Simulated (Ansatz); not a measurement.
Start from `FC[SiH](F)Cl` and change one atom or group to get `F[SiH](Cl)[SiH2][SiH3]`.

Ansatz, PBE0-D4/def2-TZVP geometries, multiplicity 1. Each molecule was computed in one conformer, which needn't be the lowest.

```tsv
property	`FC[SiH](F)Cl`
HOMO energy (B3LYP/def2-TZVPP) / eV	-8.74
HOMO energy (PBE/def2-TZVPP) / eV	-7.44
size of the dipole moment (PBE/def2-TZVPP) / D	1.37
HOMO energy (PBE0/def2-TZVPP) / eV	-8.96
LUMO energy (PBE/def2-TZVPP) / eV	-0.85
HOMO–LUMO gap (ωB97M-V/def2-TZVPP) / eV	13.24
```

(1) Give the same properties after the change, and the shifts. (Best estimate.)

Results:

(1) Computed: 
| property | `F[SiH](Cl)[SiH2][SiH3]` | shift |
| --- | --- | --- |
| HOMO energy (B3LYP/def2-TZVPP) / eV | -7.92 | 0.82 |
| HOMO energy (PBE/def2-TZVPP) / eV | -6.98 | 0.46 |
| size of the dipole moment (PBE/def2-TZVPP) / D | 1.61 | 0.24 |
| HOMO energy (PBE0/def2-TZVPP) / eV | -8.13 | 0.83 |
| LUMO energy (PBE/def2-TZVPP) / eV | -1.63 | -0.78 |
| HOMO–LUMO gap (ωB97M-V/def2-TZVPP) / eV | 11.07 | -2.17 |

With PBE0 the HOMO rises by 0.83 eV and the LUMO falls by 0.95 eV, so the gap narrows by about 1.78 eV. PBE moves the HOMO by 0.46 eV and ωB97M-V by 1.11 eV. Dipoles are sizes alone; their direction can turn.

B3LYP here is the variant with VWN-RPA as its local correlation; programs differ in this.
